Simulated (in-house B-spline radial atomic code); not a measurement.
Radial electron density of the copper ion Cu⁹⁺, [Ar] 3d2. Level of theory: scalar-relativistic (X2C) wB97X, spin-polarised, spherical fractional occupations, exact exchange averaged over the configuration, Fermi nucleus of rms radius 3.8823 fm; calculated with a B-spline radial code for spherical atoms.

One-electron X2C: radii and densities carry no picture-change correction, so inner-shell <1/r> comes out high (for 1s by about 2 % at Z = 33, 5 % at 54, 10 % at 75, 30 % at 118) and <r> low.

Columns: r (bohr), 4πr²n(r) (electrons per bohr), bar.

```
 0.00195   0.9766 #
 0.00231    1.312 #
 0.00275     1.77 ##
 0.00327    2.374 ###
 0.00388    3.157 ###
 0.00462    4.197 #####
 0.00549    5.519 ######
 0.00652    7.189 ########
 0.00775    9.278 ##########
 0.00921    11.82 #############
   0.011    14.93 ################
   0.013    18.28 ####################
  0.0155    22.15 ########################
  0.0184    26.04 #############################
  0.0219    29.79 #################################
   0.026    32.86 ####################################
  0.0309    34.89 ######################################
  0.0367    35.49 #######################################
  0.0436    34.56 ######################################
  0.0519    32.42 ####################################
  0.0617    29.98 #################################
  0.0733    28.45 ###############################
  0.0871    28.93 ################################
   0.104    31.92 ###################################
   0.123    36.16 ########################################
   0.146    39.78 ############################################
   0.174    40.16 ############################################
   0.207    35.84 #######################################
   0.246    28.03 ###############################
   0.292    20.08 ######################
   0.347    15.39 #################
   0.413    15.23 #################
    0.49    17.41 ###################
   0.583    18.35 ####################
   0.693    15.84 #################
   0.824    10.77 ############
   0.979    5.675 ######
    1.16    2.251 ##
    1.38   0.6255 #
    1.64   0.1253 
    1.95  0.01717 
    2.32 0.001429
```

On this grid the curve has 3 maxima, near 0.0367, 0.174, 0.583 bohr.

The 3p down radial function P(r) = rR(r), positive near the nucleus:

```tsv
r (bohr)	P
0.00195	0.001462
0.00275	0.002737
0.00388	0.005147
0.00549	0.009725
0.00775	0.01822
0.011	0.03417
0.0155	0.06228
0.0219	0.1114
0.0309	0.192
0.0436	0.3144
0.0617	0.4789
0.0871	0.6496
0.123	0.7362
0.174	0.5892
0.246	0.09117
0.347	-0.6535
0.49	-1.252
0.693	-1.272
0.979	-0.7688
1.38	-0.2515
1.95	-0.03802
```
